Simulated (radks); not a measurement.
Task: Radial electron density D(r) = 4 pi r^2 rho(r) of an atom or ion with 41 electrons. Calculated with a radial shooting solver on a logarithmic mesh with Libxc functionals: scalar-relativistic Kohn-Sham, exchange-only LDA, spin-polarised, spherical densities, point nucleus.

```
   r/bohr * D(r) (the largest magnitude, 95.4, reaches the edge; | marks zero)
 0.003556 |          *
 0.004009 |           *
 0.004557 |              *
 0.005138 |                *
 0.005839 |                   *
 0.006637 |                      *
 0.007483 |                         *
 0.008505 |                             *
 0.009589 |                                *
   0.0109 |                                   *
  0.01239 |                                      *
  0.01397 |                                        *
  0.01587 |                                         *
   0.0179 |                                         *
  0.02034 |                                         *
  0.02312 |                                        *
  0.02607 |                                      *
  0.02963 |                                     *
   0.0334 |                                    *
  0.03796 |                                    *
  0.04315 |                                      *
  0.04865 |                                         *
  0.05529 |                                              *
  0.06284 |                                                  *
  0.07085 |                                                     *
  0.08053 |                                                      *
   0.0908 |                                                    *
   0.1032 |                                                *
   0.1173 |                                           *
   0.1322 |                                        *
   0.1503 |                                      *
   0.1695 |                                        *
   0.1926 |                                           *
   0.2189 |                                              *
   0.2468 |                                             *
   0.2805 |                                       *
   0.3163 |                               *
   0.3595 |                      *
   0.4086 |                *
   0.4606 |              *
   0.5236 |              *
   0.5903 |               *
   0.6709 |              *
   0.7625 |           *
   0.8597 |        *
   0.9771 |    *
    1.102 |  *
    1.252 |*
    1.423 *
    1.605 *
    1.824 *
    2.056 *
    2.337 *
```

What is the nuclear charge?

Result: Z = 56. The innermost maximum, from 1s, lies near gamma/Z bohr with gamma = sqrt(1 - (Z/c)^2) = 0.913, here 0.0163 bohr (found: 0.0179), and its height grows with Z. The density is that of the barium ion Ba15+ in [Kr] 4d5; the configuration itself is not fixed sharply by these data, and Z only to a few units. D(r) has 4 maxima, at r = 0.0179, 0.0786, 0.226, 0.600 bohr, and minima at 0.0345, 0.148, 0.483 bohr, inside which lie 1.97, 11.12, 29.20 electrons.
